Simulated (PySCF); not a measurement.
# FRuN, singlet: structure and spectrum

Computed with PySCF, PBE0, basis Ru def2-TZVP with ECP28, N def2-TZVP, F def2-TZVP (scalar-relativistic core potentials, no spin–orbit coupling, density fitting).

The structure is a minimum.

```xyz
3
charge 0 multiplicity 1, angstrom
Ru   -0.0847    0.0000   -0.1111
N     0.3153   -0.0001   -1.6069
F     0.2106    0.0000    1.7797
```

* Point group: Cs
* Bond lengths: Ru–F 1.914 Å, Ru–N 1.548 Å
* Bond angles: F–Ru–N 156.2°
* Rotational symmetry number: 1
* Highest occupied level: -7.25 eV
* Heat capacity Cp at 298.15 K: 46.3 J/(mol K)
* Zero-point energy: 12.0 kJ/mol
* Lowest empty level: -3.58 eV
* Rotational constants: 5.705, 0.1727, 0.1676 cm⁻¹
* Principal polarisabilities: 22.7, 23.7, 44.5 bohr³
* Enthalpy at 298.15 K above 0 K: 12.14 kJ/mol
* Principal quadrupole moments (Buckingham, traceless) about the centre of mass: -10.21, 4.87, 5.34 D Å
* Atomisation energy without zero-point energy: 900 kJ/mol
* Dipole moment: 2.21 D
* Entropy at 298.15 K and 1 bar: 275.5 J/(mol K)

Harmonic modes (masses in u: Ru 101.904, N 14.003, F 18.998):
```json
{"symmetry": "a'", "ω (cm⁻¹)": "132", "IR (km/mol)": "27.5", "type": "bend"}
{"symmetry": "a'", "ω (cm⁻¹)": "600", "IR (km/mol)": "145", "type": "stretch"}
{"symmetry": "a'", "ω (cm⁻¹)": "1267", "IR (km/mol)": "109", "type": "stretch"}
```

Charges (e):
| atom | Mulliken | Löwdin | polar tensor | Mayer order to Ru1 |
| --- | --- | --- | --- | --- |
| Ru1 | 0.99 | 0.53 | 1.44 | – |
| N2 | -0.42 | -0.13 | -0.61 | 2.82 |
| F3 | -0.57 | -0.40 | -0.83 | 0.62 |

Mulliken populations on Ru1 (electrons outside its core potential): s 2.14, p 6.06, d 6.78, f 0.03.

Formally Ru is in oxidation state +4, d4, with 0 unpaired electrons (the high-spin count would be 4). The polar-tensor charge on Ru, 1.44, is far below the formal one.

This need not be the most stable arrangement of these atoms.

The final relaxation and frequency run took 28 s on 2 threads of a shared Arm Neoverse V2 host, with 102 basis functions and 15 gradients; the process peaked at 0.94 GiB.
